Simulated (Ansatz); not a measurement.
Ansatz (a quantum-chemistry and plane-wave program) input:

Ansatz 0.2 input:
```yaml
crystal:
  periodic: [false, false, false]
  atoms:
    - {symbol: C, position_ang: [1.02694828, -0.52240346, 0.39604575]}
    - {symbol: C, position_ang: [2.12374072, 0.46318418, 0.50264901]}
    - {symbol: C, position_ang: [-0.34064595, -0.17990882, -0.08354137]}
    - {symbol: C, position_ang: [-0.99501052, -1.42649164, -0.69490697]}
    - {symbol: C, position_ang: [-0.31344643, 0.94050488, -1.12965378]}
    - {symbol: C, position_ang: [-1.20125091, 0.28552232, 1.11400506]}
    - {symbol: H, position_ang: [1.18676621, -1.51569507, 0.77840375]}
    - {symbol: H, position_ang: [1.79838736, 1.37139502, 1.01983108]}
    - {symbol: H, position_ang: [2.47746935, 0.78176685, -0.48421998]}
    - {symbol: H, position_ang: [2.96950793, 0.04372702, 1.04207674]}
    - {symbol: H, position_ang: [-2.00532112, -1.20159106, -1.02964197]}
    - {symbol: H, position_ang: [-0.41806858, -1.77591344, -1.54820596]}
    - {symbol: H, position_ang: [-1.04605413, -2.22921286, 0.03706830]}
    - {symbol: H, position_ang: [0.30307452, 0.65238554, -1.97809442]}
    - {symbol: H, position_ang: [-1.32079003, 1.13884610, -1.48944825]}
    - {symbol: H, position_ang: [0.08397421, 1.85941879, -0.70759460]}
    - {symbol: H, position_ang: [-2.21213723, 0.51610792, 0.78457499]}
    - {symbol: H, position_ang: [-0.77079595, 1.17609075, 1.56547225]}
    - {symbol: H, position_ang: [-1.25009833, -0.49474737, 1.86973994]}
basis:
  gaussian:
    orbitals: def2-TZVP
hamiltonian:
  xc: b3lyp
  dispersion: d3bj
magnetization: {spin_polarized: true, initial_magnetization: 1}
relax: {f_tol: 0.002, max_steps: 150}
```

Task: Which total energy does the run end on?

Result: -236.53541 Eh (B3LYP-D3(BJ)/def2-TZVP). The basis has 264 functions.

It need not be the lowest isomer of its formula.
